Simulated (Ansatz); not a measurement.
Reaction (redistribution): `[SiH3][NH][GeH3]` + `BO[SiH2]B` → `BO[SiH2][GeH3]` + `BN[SiH3]`

Computed with Ansatz on PBE0-D4/def2-TZVP structures; ΔE is electronic, products minus reactants. CBS: MP2 limit from def2 TZ/QZ plus the TZ coupled-cluster correction, frozen cores. For Ge outer-core shells are correlated without core-valence functions, which leaves a few kJ/mol of doubt a bond. Scalar relativity is left out up to krypton. Each species was taken in one conformer, which may not be the lowest.

`[SiH3][NH][GeH3]`:

```xyz
10

Si    0.641   -0.091    1.445
N     0.615    0.006   -0.270
Ge   -0.859    0.122   -1.362
H    -0.611    0.537    1.943
H     1.824    0.633    1.986
H     0.699   -1.483    1.979
H     1.473   -0.214   -0.755
H    -1.972    0.774   -0.532
H    -1.317   -1.268   -1.851
H    -0.493    0.984   -2.583
```

`BO[SiH2]B`:

Cartesian coordinates in Å:
```
B -0.607 -0.428 2.037
O -0.264 -0.765 0.782
Si 0.698 -0.019 -0.355
B -0.279 0.404 -2.049
H -0.190 0.593 2.524
H -1.334 -1.165 2.643
H 1.263 1.234 0.229
H 1.824 -0.949 -0.646
H 0.332 0.905 -2.949
H -1.442 0.190 -2.216
```

`BO[SiH2][GeH3]`:

Z-matrix (Å, degrees):
```
Si
O 1 1.664
Ge 1 2.384 2 112.6
H 1 1.485 2 107.1 3 121.7
H 1 1.485 2 107.1 3 -121.7
B 2 1.345 1 132.5 3 0.1
H 3 1.537 1 111.7 2 -61.2
H 3 1.537 1 111.6 2 60.9
H 3 1.540 1 108.0 2 179.8
H 6 1.198 2 118.2 1 180.0
H 6 1.205 2 120.1 1 -0.0
```

`BN[SiH3]`:

```xyz
9

B    -1.436    0.534   -0.288
N    -0.453   -0.450   -0.143
Si    1.225   -0.197    0.267
H    -1.136    1.682   -0.122
H    -2.555    0.216   -0.573
H    -0.745   -1.407   -0.291
H     1.565   -0.915    1.523
H     1.429    1.259    0.434
H     2.105   -0.723   -0.809
```

```
           species  MP2/def2-QZVPP energy (Eh)
`[SiH3][NH][GeH3]`                 -2423.83755
       `BO[SiH2]B`                  -417.37451
  `BO[SiH2][GeH3]`                 -2469.13058
        `BN[SiH3]`                  -372.14642
```

(1) Work out ΔE.

Largest T1 diagnostic among the species: 0.013.

## Answers

(1) ΔE = (-2469.13058) + (-372.14642) − (-2423.83755) − (-417.37451) = -0.06494 Eh = -170.5 kJ/mol. CCSD(T)/CBS gives -169.6 kJ/mol.

In def2-TZVPP, CCSD(T) changes the Hartree–Fock value by −16.5 kJ/mol (the triples alone add −3.0 kJ/mol) and MP2 by −18.4 kJ/mol. From PBE to PBE0 (25 % exact exchange), in def2-TZVPP and without D4, ΔE moves by +4.3 kJ/mol.
